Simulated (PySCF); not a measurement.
**Correlation energy of Si (silicon, neutral)**

[Ne] 3s2 3p1 4s1, 4s spin antiparallel (an excited configuration). All numbers are calculated (PySCF 2.14, scalar relativity by spin-free X2C-1e, in aug-cc-pVDZ-DK (5s4p2d, 27 functions)). Frozen: [Ne]; 4 electrons correlated.

MP2 pair energies summed by pair of shells (mhartree):

```tsv
pair	energy	share (%)
3s-3s	-20.14	46.9
3s-3p	-14.34	33.4
3s-4s	-5.31	12.4
3p-4s	-3.11	7.3
```

Total MP2 correlation energy: -42.90 mhartree.

Same-spin part -4.71 and opposite-spin part -38.19 mhartree; SCS-MP2 scales them by 1/3 and 6/5 to -47.40 mhartree.
